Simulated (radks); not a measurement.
Removal energies from the ytterbium ion Yb13+, [Kr] 4d10 4f9 5s2, by Delta-SCF beside the eigenvalue of the level emptied. All-electron calculation, scalar-relativistic Kohn-Sham, BLYP, spin-polarised, spherical densities, finite nucleus; Fermi nuclear charge, rms radius of each element as measured or else 0.836 A^(1/3) + 0.57 fm. Program: a radial shooting solver on a logarithmic mesh with Libxc functionals. Open shells are filled with parallel spins first.

removed from             final configuration  Delta-SCF (eV)  -eigenvalue (eV)
4f                         [Kr] 4d10 4f8 5s2          279.26            262.80
5s                         [Kr] 4d10 4f9 5s1          291.63            281.38
4d                          [Kr] 4d9 4f9 5s2          461.70            444.63
4p            [Ar] 3d10 4s2 4p5 4d10 4f9 5s2          624.58            607.13
